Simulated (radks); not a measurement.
Trend from N4+ to Bi4+: ionisation energy by Delta-SCF between NIST ground configurations, and size. All-electron calculation, scalar-relativistic Kohn-Sham, BLYP, spin-polarised, spherical densities, finite nucleus; open shells are filled with parallel spins first (spin-orbit coupling, left out, can overturn this in heavy ions); Fermi nuclear charge, rms radius of each element as measured or else 0.836 A^(1/3) + 0.57 fm. Program: a radial shooting solver on a logarithmic mesh with Libxc functionals.

species       configuration  configuration of the ion  IE (eV)  NIST (eV)       kind  -e(HOMO) (eV)
N4+                [He] 2s1                      [He]   98.715     97.890       exp.    89.526 (2s)
P4+                [Ne] 3s1                      [Ne]   65.977     65.025       exp.    59.624 (3s)
As4+          [Ar] 3d10 4s1                 [Ar] 3d10   64.231       62.8       exp.    57.931 (4s)
Sb4+          [Kr] 4d10 5s1                 [Kr] 4d10   55.967       55.0  semi-emp.    50.485 (5s)
Bi4+     [Xe] 4f14 5d10 6s1            [Xe] 4f14 5d10   56.937      54.86       exp.    51.458 (6s)

Reference values: NIST Atomic Spectra Database (exp. = measured, semi-emp. = semi-empirical, theory = theoretical value adopted there).
